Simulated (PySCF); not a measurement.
Can point charges reproduce the dipole moment of `FC(F)O[C@@]12CC=C[C@@H]1C2`?

Coordinates (GFN2-xTB, Å) and charges (e) from the PBE0/pcSseg-1 density (PySCF):

```json
{"atom": "F1", "x": "2.566", "y": "-0.045", "z": "-1.679", "Mulliken": "-0.3088", "IAO": "-0.3215", "Hirshfeld": "-0.1225", "ESP-fitted": "-0.2763"}
{"atom": "C2", "x": "2.460", "y": "-0.212", "z": "-0.330", "Mulliken": "+0.6970", "IAO": "+0.6114", "Hirshfeld": "+0.2005", "ESP-fitted": "+0.6624"}
{"atom": "F3", "x": "3.556", "y": "-0.889", "z": "0.040", "Mulliken": "-0.2749", "IAO": "-0.2896", "Hirshfeld": "-0.1067", "ESP-fitted": "-0.2391"}
{"atom": "O4", "x": "1.370", "y": "-0.928", "z": "0.001", "Mulliken": "-0.4474", "IAO": "-0.3505", "Hirshfeld": "-0.1312", "ESP-fitted": "-0.4118"}
{"atom": "C5", "x": "0.175", "y": "-0.187", "z": "0.093", "Mulliken": "-0.0554", "IAO": "+0.1894", "Hirshfeld": "+0.0786", "ESP-fitted": "+0.2737"}
{"atom": "C6", "x": "-0.563", "y": "0.150", "z": "-1.194", "Mulliken": "-0.0728", "IAO": "-0.2879", "Hirshfeld": "-0.0783", "ESP-fitted": "-0.1208"}
{"atom": "C7", "x": "-2.008", "y": "0.034", "z": "-0.798", "Mulliken": "-0.1670", "IAO": "-0.1601", "Hirshfeld": "-0.0470", "ESP-fitted": "-0.1531"}
{"atom": "C8", "x": "-2.163", "y": "-0.358", "z": "0.460", "Mulliken": "-0.0196", "IAO": "-0.1627", "Hirshfeld": "-0.0481", "ESP-fitted": "-0.3647"}
{"atom": "C9", "x": "-0.858", "y": "-0.522", "z": "1.140", "Mulliken": "-0.1940", "IAO": "-0.1426", "Hirshfeld": "-0.0440", "ESP-fitted": "+0.1480"}
{"atom": "C10", "x": "-0.029", "y": "0.738", "z": "1.255", "Mulliken": "-0.1029", "IAO": "-0.3121", "Hirshfeld": "-0.0956", "ESP-fitted": "-0.5285"}
{"atom": "H11", "x": "2.500", "y": "0.801", "z": "0.118", "Mulliken": "+0.0732", "IAO": "+0.1230", "Hirshfeld": "+0.0431", "ESP-fitted": "+0.0111"}
{"atom": "H12", "x": "-0.319", "y": "1.148", "z": "-1.566", "Mulliken": "+0.1436", "IAO": "+0.1520", "Hirshfeld": "+0.0443", "ESP-fitted": "+0.0782"}
{"atom": "H13", "x": "-0.309", "y": "-0.567", "z": "-1.979", "Mulliken": "+0.1527", "IAO": "+0.1645", "Hirshfeld": "+0.0472", "ESP-fitted": "+0.1118"}
{"atom": "H14", "x": "-2.794", "y": "0.244", "z": "-1.502", "Mulliken": "+0.0890", "IAO": "+0.1542", "Hirshfeld": "+0.0506", "ESP-fitted": "+0.1438"}
{"atom": "H15", "x": "-3.096", "y": "-0.538", "z": "0.964", "Mulliken": "+0.0896", "IAO": "+0.1580", "Hirshfeld": "+0.0535", "ESP-fitted": "+0.1957"}
{"atom": "H16", "x": "-0.719", "y": "-1.304", "z": "1.869", "Mulliken": "+0.1272", "IAO": "+0.1630", "Hirshfeld": "+0.0571", "ESP-fitted": "+0.0861"}
{"atom": "H17", "x": "-0.507", "y": "1.690", "z": "1.077", "Mulliken": "+0.1323", "IAO": "+0.1537", "Hirshfeld": "+0.0466", "ESP-fitted": "+0.2032"}
{"atom": "H18", "x": "0.731", "y": "0.750", "z": "2.022", "Mulliken": "+0.1385", "IAO": "+0.1581", "Hirshfeld": "+0.0521", "ESP-fitted": "+0.1803"}
```

**Question.** What dipole does each set of charges give (1 e·Å = 4.803 D), and what does the density give?

**Answer.** The full density gives (-2.21, 1.81, 1.12) D, 3.07 D in size; dipole vectors point from the negative to the positive end.

```
    scheme     μx    μy    μz  size (D)  share of the full size (%)  angle to the full dipole (°)
  Mulliken  -2.80  3.96  1.09      4.97                         162                            17
       IAO  -2.99  2.81  1.67      4.43                         144                             4
 Hirshfeld  -1.62  0.99  0.78      2.06                          67                             7
ESP-fitted  -2.24  1.86  1.15      3.13                         102                             0
```

**Question.** Which set comes closest?

**Answer.** Length of the difference vector: ESP-fitted 0.07 D, Hirshfeld 1.06 D, IAO 1.38 D, Mulliken 2.23 D. Closest: ESP-fitted. 

**Question.** What is left for the Hirshfeld atoms' own dipoles?

**Answer.** The Hirshfeld atoms' densities add up to the full density, so μ = Σ q r + Σ (atomic dipoles). The atomic dipoles sum to (-2.21, 1.81, 1.12) − (-1.62, 0.99, 0.78) = (-0.59, 0.82, 0.34) D, 1.06 D in size.

**Question.** With the origin at the mean of the coordinates, (0.000, 0.000, -0.001) Å, which are the largest single terms, by size, of the Hirshfeld dipole along the direction of the full one?

**Answer.** C2 -1.94, F3 +1.57, F1 +1.46, O4 +0.97, H15 +0.58 D; all 18 atoms together +2.04 D. The single terms depend on the origin, their sum doesn't.

**Question.** Give the size of the full dipole in other units.

**Answer.** 3.07 D = 1.208 au = 0.639 e·Å = 10.24 × 10⁻³⁰ C·m.

Isolated species at its GFN2-xTB geometry (one conformer only).
